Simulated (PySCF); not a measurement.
C2H7BOS, SMILES CSBOC.

Geometry: B3LYP-D3(BJ)/def2-SVP. This is a generated structure with no PubChem entry under its InChIKey; it may be hypothetical. Other conformers were not sampled.

The numbers are results of TDA-CAM-B3LYP/def2-SVPD (PySCF), not measurements.

Vertical excitations. The molecule is in vacuum. State labels are in the subgroup Cs.

```json
[
 {"state": "S1", "symmetry": "A\"", "energy (eV)": "6.18", "λ (nm)": "201", "f": "0.004", "main pairs": "HOMO→LUMO 56 %, HOMO→LUMO+2 27 %"},
 {"state": "S2", "symmetry": "A'", "energy (eV)": "6.44", "λ (nm)": "193", "f": "0.239", "main pairs": "HOMO→LUMO+1 91 %"},
 {"state": "S3", "symmetry": "A\"", "energy (eV)": "6.87", "λ (nm)": "181", "f": "0.059", "main pairs": "HOMO→LUMO+3 48 %, HOMO→LUMO 23 %, HOMO→LUMO+6 11 %, HOMO→LUMO+2 9 %"},
 {"state": "S4", "symmetry": "A\"", "energy (eV)": "7.06", "λ (nm)": "176", "f": "0.006", "main pairs": "HOMO−1→LUMO+1 81 %"},
 {"state": "S5", "symmetry": "A\"", "energy (eV)": "7.43", "λ (nm)": "167", "f": "0.000", "main pairs": "HOMO→LUMO+2 34 %, HOMO→LUMO+3 31 %, HOMO→LUMO+4 17 %, HOMO→LUMO 12 %"},
 {"state": "S6", "symmetry": "A'", "energy (eV)": "7.84", "λ (nm)": "158", "f": "0.043", "main pairs": "HOMO→LUMO+5 79 %, HOMO−1→LUMO 12 %"},
 {"state": "S7", "symmetry": "A\"", "energy (eV)": "7.84", "λ (nm)": "158", "f": "0.001", "main pairs": "HOMO→LUMO+6 46 %, HOMO−2→LUMO+1 18 %, HOMO→LUMO+2 13 %, HOMO→LUMO+8 9 %"},
 {"state": "S8", "symmetry": "A\"", "energy (eV)": "7.94", "λ (nm)": "156", "f": "0.003", "main pairs": "HOMO−2→LUMO+1 63 %, HOMO→LUMO+6 15 %"},
 {"state": "S9", "symmetry": "A'", "energy (eV)": "7.97", "λ (nm)": "156", "f": "0.028", "main pairs": "HOMO−1→LUMO 62 %, HOMO→LUMO+5 16 %, HOMO−1→LUMO+2 13 %"},
 {"state": "S10", "symmetry": "A\"", "energy (eV)": "8.23", "λ (nm)": "151", "f": "0.006", "main pairs": "HOMO→LUMO+4 71 %"},
 {"state": "T1", "symmetry": "A'", "energy (eV)": "5.15", "λ (nm)": "241", "f": "0", "main pairs": "HOMO→LUMO+1 94 %"},
 {"state": "T2", "symmetry": "A\"", "energy (eV)": "5.72", "λ (nm)": "217", "f": "0", "main pairs": "HOMO→LUMO 43 %, HOMO→LUMO+2 27 %, HOMO→LUMO+10 13 %"},
 {"state": "T3", "symmetry": "A\"", "energy (eV)": "6.55", "λ (nm)": "189", "f": "0", "main pairs": "HOMO−1→LUMO+1 81 %"},
 {"state": "T4", "symmetry": "A\"", "energy (eV)": "6.66", "λ (nm)": "186", "f": "0", "main pairs": "HOMO→LUMO+3 46 %, HOMO→LUMO 31 %, HOMO→LUMO+6 14 %"}
]
```
Triplets are in the Tamm–Dancoff approximation.
